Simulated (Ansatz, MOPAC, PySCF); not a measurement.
Pair of molecules: HF (SMILES F) (first 2 atoms) with SiH4 (SMILES [SiH4]); geometry from B3LYP-D3(BJ)/def2-TZVP, rigid monomers moved along the line of their centres of mass till H2···H4 is 1.59 Å.
(charge 0, multiplicity 1):
```xyz
7

F     -0.20220    -0.42935    -0.46784
H     -0.10079    -0.77049     0.39116
Si    -0.04646     0.10685     2.89053
H      0.03918    -1.04536     1.94985
H      1.04125     1.05501     2.57582
H      0.10706    -0.42537     4.26066
H     -1.36488     0.75216     2.72780
```

Interaction energies are E(AB) − E(A) − E(B) at the monomers' geometry in the complex; basis-set methods are counterpoise corrected. Rows marked so take none.

Frozen-core correlation. CBS(a, b) extrapolates the correlation energy as X⁻³ and adds the Hartree–Fock energy of set b. Rows in 3-21G, 6-31G* carry no dispersion term and start afresh at each structure (6-31G* with six Cartesian d functions). MP2/6-31G* freezes PySCF's default core. The state that AM1 reach isn't checked.

The values were computed with Ansatz (a first-principles code); MOPAC for AM1 (differences of heats of formation); PySCF for 3-21G rows, 6-31G* rows. 

```json
[
 {"level": "AM1", "interaction energy (kJ/mol)": "21.0"},
 {"level": "HF/3-21G (no counterpoise)", "interaction energy (kJ/mol)": "-0.1"},
 {"level": "B3LYP/6-31G*", "interaction energy (kJ/mol)": "2.1"},
 {"level": "PBE0/def2-TZVPPD", "interaction energy (kJ/mol)": "-4.8"},
 {"level": "MP2/6-31G* (no counterpoise)", "interaction energy (kJ/mol)": "-2.6"},
 {"level": "MP2/aug-cc-pV(T+d)Z", "interaction energy (kJ/mol)": "-2.8"},
 {"level": "SCS-MP2/aug-cc-pV(D+d)Z", "interaction energy (kJ/mol)": "…"},
 {"level": "CCSD/aug-cc-pV(D+d)Z", "interaction energy (kJ/mol)": "-0.1"},
 {"level": "CCSD(T)/CBS(aug-cc-pV(D+d)Z, aug-cc-pV(T+d)Z)", "interaction energy (kJ/mol)": "…"}
]
```

Task: What belongs in the gaps?

Result: 
- SCS-MP2/aug-cc-pV(D+d)Z, interaction energy (kJ/mol): 0.8
- CCSD(T)/CBS(aug-cc-pV(D+d)Z, aug-cc-pV(T+d)Z), interaction energy (kJ/mol): -3.7
